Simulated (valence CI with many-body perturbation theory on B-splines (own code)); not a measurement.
# E1 line list for Tl L

Calculated by valence CI with perturbative core correlation (CI+MBPT): four valence electrons over a frozen Dirac-Fock core [Ar] 3d10, radial functions for each j: 11 s, 11 p, 10 d, 8 f, 5 g, 2 h, with the one-electron correlation potential Σ1 (screened to all orders), the two-electron term Σ2, the three-electron term Σ3, Breit, model QED; selected single and double excitations, second order for the rest, scaled by the run's own slope (own B-spline code, finite nucleus).

No measured spectrum was set against this ion. As an estimate, large intervals hold to a few tenths of a per cent, small ones and those within an open d or f shell to about a per cent. Among the levels kept, up to 400 cm⁻¹ of a level comes from second order outside the variational space, and about a tenth of that is noise between levels of different J, which matters for small intervals.

Lines 1 to 50 of 549 in falling wavelength, among levels below 64.262 Ry, chosen from the strongest by gf and those to the six lowest levels. Wavelengths and rates use the calculated energies. Electric multipoles are in the length gauge, E1 and E2 with the static RPA response of the core. Weak lines are less certain than strong ones. Lines between different terms over intervals too small for the method are left out, as are lines whose strength nearly cancels. The highest levels of a list are the least certain.

Levels are named by their leading jj configuration (3d3/2^4 stands for four electrons in 3d with j = 3/2), which in mixed levels can hold well under half, so a name can repeat and another be missing. Letters in brackets count levels of one name in rising energy.

```
λ vac (nm)                           Upper                           Lower   A (s⁻¹)  S (a.u.)
     43.66              (4s^2 4p3/2^2) J=2          (4s 4p1/2^2 4p3/2) J=1  3.21e+06  6.60e-04
     31.85              (4s^2 4p3/2^2) J=0          (4s 4p1/2^2 4p3/2) J=1  1.10e+07  1.76e-04
     31.40          (4s^2 4p1/2 4d3/2) J=1              (4s^2 4p3/2^2) J=2  7.23e+06  3.32e-04
     27.49              (4s^2 4p3/2^2) J=2          (4s 4p1/2^2 4p3/2) J=2  7.56e+06  3.88e-04
     20.32          (4s^2 4p1/2 4d5/2) J=2              (4s^2 4p3/2^2) J=2  6.22e+07  1.29e-03
     19.92          (4s^2 4p1/2 4d5/2) J=3              (4s^2 4p3/2^2) J=2  4.17e+07  1.14e-03
     13.44          (4s 4p1/2 4d3/2^2) J=3              (4s^2 4d3/2^2) J=2  9.94e+09  8.35e-02
     12.44      (4s 4p1/2 4p3/2 4d3/2) J=4          (4s^2 4p3/2 4d3/2) J=3  1.23e+10  1.05e-01
     12.40      (4s 4p1/2 4d3/2 4d5/2) J=5          (4s^2 4d3/2 4d5/2) J=4  1.51e+10  1.56e-01
     12.02      (4s 4p1/2 4p3/2^2) J=2 [a]              (4s^2 4p3/2^2) J=2  2.61e+09  1.12e-02
     11.42      (4s 4p1/2 4p3/2 4f7/2) J=6          (4s^2 4p3/2 4f7/2) J=5  2.11e+10  2.01e-01
     11.37      (4s 4p1/2 4d5/2^2) J=5 [a]          (4s^2 4d5/2^2) J=4 [a]  1.64e+10  1.31e-01
     11.35      (4s 4p1/2 4p3/2 4d5/2) J=5          (4s^2 4p3/2 4d5/2) J=4  1.94e+10  1.54e-01
     11.32      (4s 4p1/2 4d5/2^2) J=5 [b]          (4s^2 4d5/2^2) J=4 [b]  1.84e+10  1.45e-01
     11.29          (4s 4p1/2^2 4p3/2) J=2          (4s^2 4p1/2 4p3/2) J=2  1.47e+10  5.22e-02
     11.25       (4p1/2^2 4p3/2 4d5/2) J=4  (4s 4p1/2 4p3/2 4d5/2) J=3 [c]  1.31e+10  8.27e-02
     11.12  (4s 4p1/2 4p3/2 4f7/2) J=5 [b]          (4s^2 4p3/2 4f7/2) J=4  1.32e+10  9.84e-02
     11.10  (4s 4p1/2 4p3/2 4d5/2) J=4 [c]          (4s^2 4p3/2 4d5/2) J=3  1.31e+10  7.98e-02
     11.09  (4s 4p1/2 4d3/2 4d5/2) J=4 [c]          (4s^2 4d3/2 4d5/2) J=4  1.03e+10  6.24e-02
     11.06       (4p1/2^2 4p3/2 4d5/2) J=3  (4s 4p1/2 4p3/2 4d5/2) J=2 [d]  1.71e+10  8.00e-02
     11.04          (4s 4p1/2^2 4f5/2) J=3          (4s^2 4p1/2 4f5/2) J=2  2.34e+10  1.09e-01
     11.03  (4s 4p1/2 4p3/2 4d5/2) J=3 [a]          (4s^2 4p3/2 4d5/2) J=2  1.33e+10  6.19e-02
     11.02          (4s 4p1/2^2 4d5/2) J=3          (4s^2 4p1/2 4d5/2) J=3  1.60e+10  7.37e-02
     11.01          (4s 4p1/2 4p3/2^2) J=3              (4s^2 4p3/2^2) J=2  1.84e+10  8.48e-02
     10.90          (4s 4p1/2^2 4d5/2) J=3          (4s^2 4p1/2 4d5/2) J=2  2.21e+10  9.90e-02
     10.81          (4s 4p1/2^2 4p3/2) J=2          (4s^2 4p1/2 4p3/2) J=1  1.75e+10  5.45e-02
     10.80       (4p1/2^2 4p3/2 4d5/2) J=3  (4s 4p1/2 4p3/2 4d5/2) J=3 [d]  2.03e+10  8.82e-02
     10.77  (4s 4p1/2 4p3/2 4f7/2) J=3 [e]              (4s^2 4d5/2^2) J=2  2.12e+10  9.15e-02
     10.77  (4s 4p1/2 4p3/2 4f5/2) J=4 [c]          (4s^2 4d5/2^2) J=4 [a]  1.10e+10  6.08e-02
     10.71      (4s 4p1/2 4d5/2^2) J=2 [b]              (4s^2 4d5/2^2) J=2  2.37e+10  7.19e-02
     10.70          (4s 4p1/2^2 4f7/2) J=4          (4s^2 4p1/2 4f7/2) J=4  1.78e+10  9.66e-02
     10.69          (4s 4p1/2^2 4d3/2) J=1          (4s^2 4p1/2 4d3/2) J=2  3.44e+10  6.21e-02
     10.68          (4s 4p1/2^2 4f7/2) J=4          (4s^2 4p1/2 4f7/2) J=3  2.88e+10  1.56e-01
     10.67  (4s 4p1/2 4p3/2 4f7/2) J=4 [b]          (4s^2 4p3/2 4f7/2) J=4  1.15e+10  6.21e-02
     10.64       (4p1/2^2 4p3/2 4d5/2) J=4  (4s 4p1/2 4p3/2 4d5/2) J=4 [b]  1.22e+10  6.55e-02
     10.63  (4s 4p1/2 4p3/2 4d3/2) J=3 [c]          (4s^2 4p3/2 4d3/2) J=3  1.75e+10  7.26e-02
     10.57  (4s 4p1/2 4p3/2 4d5/2) J=2 [c]          (4s^2 4p3/2 4d5/2) J=1  2.39e+10  6.95e-02
     10.56       (4p1/2^2 4p3/2 4d3/2) J=3  (4s 4p1/2 4p3/2 4d3/2) J=3 [c]  2.26e+10  9.22e-02
     10.52       (4p1/2^2 4p3/2 4d3/2) J=2  (4s 4p1/2 4p3/2 4d3/2) J=2 [b]  2.30e+10  6.62e-02
     10.44          (4s 4p1/2^2 4f7/2) J=3          (4s^2 4p1/2 4f7/2) J=4  3.59e+10  1.41e-01
     10.42          (4s 4p1/2^2 4f5/2) J=2          (4s^2 4p1/2 4f5/2) J=3  3.39e+10  9.47e-02
     10.41          (4s 4p1/2^2 4f5/2) J=3          (4s^2 4p1/2 4f5/2) J=3  2.17e+10  8.43e-02
     10.34  (4s 4p1/2 4p3/2 4d5/2) J=2 [b]          (4s^2 4p3/2 4d5/2) J=2  2.07e+10  5.66e-02
     10.32       (4p1/2^2 4p3/2 4d5/2) J=1  (4s 4p1/2 4p3/2 4d5/2) J=2 [c]  4.78e+10  7.77e-02
     10.32          (4s 4p1/2^2 4d3/2) J=2          (4s^2 4p1/2 4d3/2) J=2  2.45e+10  6.62e-02
     10.27  (4s 4p1/2 4p3/2 4f7/2) J=4 [c]          (4s^2 4d5/2^2) J=4 [a]  1.15e+10  5.55e-02
     10.22          (4s 4p1/2^2 4d5/2) J=2          (4s^2 4p1/2 4d5/2) J=3  3.87e+10  1.02e-01
     10.21  (4s 4p1/2 4p3/2 4f5/2) J=2 [d]          (4s^2 4p3/2 4f5/2) J=1  2.32e+10  6.10e-02
     10.20       (4p1/2^2 4p3/2 4d5/2) J=2  (4s 4p1/2 4p3/2 4d5/2) J=2 [b]  3.04e+10  7.96e-02
     10.15  (4s 4p1/2 4p3/2 4d5/2) J=3 [d]          (4s^2 4p3/2 4d5/2) J=3  2.32e+10  8.37e-02
```
